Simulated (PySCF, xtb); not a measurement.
GeH3, SMILES [GeH3] (connectivity only; charge and spin as stated), charge +1, multiplicity 1.

GFN2-xTB in xtb at its own geometry gives an orbital gap of 3.81 eV.

Geometry: r2SCAN-D4/def2-TZVPD. The spin state was assumed, not searched. The isomer is the one that the SMILES or the coordinates give; other isomers of the formula were not compared.

### Question
What does PBE/def2-TZVPD in PySCF give? (Estimate from the structure and the level; the computed values follow.)

### Answer
gap 4.91 eV (levels -15.98 and -11.08 eV).
